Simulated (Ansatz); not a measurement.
`C[S][Sn]([S]C)([S]C)[S]C` → `CSSC` + `C[S][Sn][S]C`  (stannylene formation by 1,1-elimination)

Calculated with Ansatz (gas phase, PBE0-D4/def2-TZVP geometries, no zero-point term in ΔE). CCSD(T)/CBS adds triple-zeta CCSD(T) − MP2 to the extrapolated MP2 energy (def2 sets, frozen cores). DFT in def2-TZVPP. Elements past krypton have def2 core potentials. For Sn outer-core shells are correlated without core-valence functions, which leaves a few kJ/mol of doubt a bond. Each species was taken in one conformer, which may not be the lowest.

`C[S][Sn]([S]C)([S]C)[S]C`:

Cartesian coordinates in Å:
```
C -3.125 0.207 -0.625
S -1.741 1.345 -0.940
Sn -0.003 0.001 0.001
S 0.141 -2.114 -1.104
C 0.462 -1.490 -2.782
S -0.431 -0.472 2.305
C -0.483 1.246 2.900
S 2.023 1.244 -0.258
C 3.148 0.036 0.507
H -4.019 0.696 -1.013
H -3.252 0.026 0.442
H -2.983 -0.740 -1.146
H 1.390 -0.920 -2.820
H -0.364 -0.874 -3.138
H 0.555 -2.366 -3.423
H -1.287 1.804 2.422
H 0.468 1.751 2.730
H -0.673 1.193 3.972
H 2.884 -0.142 1.549
H 3.146 -0.906 -0.040
H 4.145 0.474 0.461
```

`CSSC`:

Cartesian coordinates in Å:
```
C 0.227 -0.744 -1.700
S -0.822 0.623 -1.162
S -1.380 0.077 0.709
C -0.028 0.681 1.741
H 1.132 -0.811 -1.095
H -0.322 -1.684 -1.664
H 0.506 -0.526 -2.733
H -0.312 0.464 2.773
H 0.904 0.165 1.514
H 0.095 1.756 1.618
```

`C[S][Sn][S]C`:

Z-matrix (Å, degrees):
```
C
S 1 1.816
H 1 1.090 2 107.2
H 1 1.089 2 111.4 3 -119.3
H 1 1.089 2 110.4 3 118.7
Sn 2 2.432 1 109.2 3 131.3
S 6 2.432 2 102.0 1 28.0
C 7 1.816 6 109.2 2 28.0
H 8 1.090 7 107.2 6 131.3
H 8 1.089 7 111.4 6 12.0
H 8 1.089 7 110.4 6 -110.1
```

CCSD(T)/CBS gives +153.6 kJ/mol.

Q: Another level gave +152.2 kJ/mol. Which?
A. PBE-QIDH/def2-TZVPP
B. r2SCAN0/def2-TZVPP
C. LDA (SPW92)/def2-TZVPP
D. BLYP/def2-TZVPP

A: A. PBE-QIDH 152.2, r2SCAN0 136.6, BLYP 63.3, LDA (SPW92) 127.4 kJ/mol.

Largest T1 diagnostic among the species: 0.016.

The D4 term adds +31.0 kJ/mol with B3LYP and +19.3 kJ/mol with PBE0; it sums over pairs of atoms, weighted by their polarisabilities, and B3LYP, whose exchange is more repulsive, gets the larger term. Leaving LDA and LC-ωPBE aside and taking each functional with its dispersion term where it has one, the values, not all of them listed here, spread over 53.5 kJ/mol, from BLYP-D4 to PBE-QIDH. LDA lies +29.2 kJ/mol from PBE without D4.

B3LYP here is the variant with VWN-RPA as its local correlation; programs differ in this.
